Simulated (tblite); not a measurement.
Species: C5H10N2Si.
Cartesian coordinates in Å at the GFN2-xTB level; atoms count from 1:
```xyz
18
C5H10N2Si angstrom
C     -2.2333   -2.0898    0.0531
C     -1.3932   -1.2394   -0.0081
C     -0.3308   -0.2361   -0.0507
C      0.0813    0.0038   -1.5074
C     -0.9340    1.0018    0.5692
N     -1.2848    1.9748   -0.1353
N      0.7668   -0.6865    0.7888
Si     2.1248    0.2835    1.2035
H     -2.9787   -2.8276    0.0860
H      0.4601   -0.9186   -1.9430
H      0.8562    0.7643   -1.5370
H     -0.7746    0.3528   -2.0770
H     -1.0420    0.9210    1.6587
H     -1.7053    2.7528    0.3678
H      0.9231   -1.6785    0.6830
H      2.7589   -0.4631    2.2878
H      3.0941    0.5115    0.1193
H      1.6026    1.5796    1.6352
```

Calculated harmonic vibrations of the isolated species, GFN2-xTB (tblite), most abundant isotopes, no scaling. This tight-binding method is rough: wavenumbers can miss measured ones by several per cent, in bad cases by 10 to 20. Modes of hydrogen on silicon can be 10 to 20 % off. One conformer, not necessarily the lowest.

Harmonic wavenumbers (cm⁻¹): 54.8, 82.5, 109.6, 120.0, 155.7, 188.0, 223.0, 253.6, 331.2, 381.7, 423.5, 437.4, 483.4, 515.7, 577.3, 618.1, 655.3, 666.9, 738.9, 750.2, 770.7, 818.9, 827.5, 890.8, 946.2, 1013.5, 1015.9, 1102.3, 1150.6, 1187.5, 1217.5, 1326.8, 1354.7, 1387.4, 1469.1, 1479.1, 1744.4, 2175.1, 2262.0, 2275.0, 2278.0, 2851.8, 3031.1, 3053.9, 3061.9, 3338.3, 3390.9, 3437.8.

A = 2264, B = 1284, C = 1034 MHz; mass 126.061 u (most abundant isotopes); point group C1, symmetry number 1.

Task: Zero-point energy?

Result: ½Σν̃ = 29313 cm⁻¹ = 350.66 kJ/mol.

Task: What is S at 200 K and 1 bar for an ideal gas of classical rigid rotors and harmonic oscillators?

Result: Translation 160.88, rotation 116.61, vibration 86.73: S = 364.2 J/(mol K).

Task: And Cp and H(200 K) − H(0)?

Result: Cp = 131.81 J/(mol K), of which vibrations give 98.55 (their classical limit is 48 R = 399.1); H(200 K) − H(0) = 16.42 kJ/mol without the zero-point energy, 9.77 from vibrations.

Task: What must be added to the electronic energy to get the Gibbs energy at 200 K and 1 bar?

Result: ZPE + [H(200 K) − H(0)] − T·S = 350.66 + 16.42 − 72.84 = 294.24 kJ/mol.

Task: Which modes carry the vibrational entropy at 200 K?

Result: 54.8 cm⁻¹: 16.11; 82.5 cm⁻¹: 12.77; 109.6 cm⁻¹: 10.50; 120.0 cm⁻¹: 9.79; 155.7 cm⁻¹: 7.79; 188.0 cm⁻¹: 6.41 J/(mol K); the other 42 give 23.35 together.

Hindered rotation and anharmonicity are outside this model. Other conformers, if any are populated, would add a mixing term that is left out. The structure is chiral; the term R ln 2 for an equal mix with its mirror image is left out.

Hardware: an Intel Xeon at 2.50 GHz with one thread, on a shared host. Cost: 2.1 s wall. The figure is for the frequency step alone.
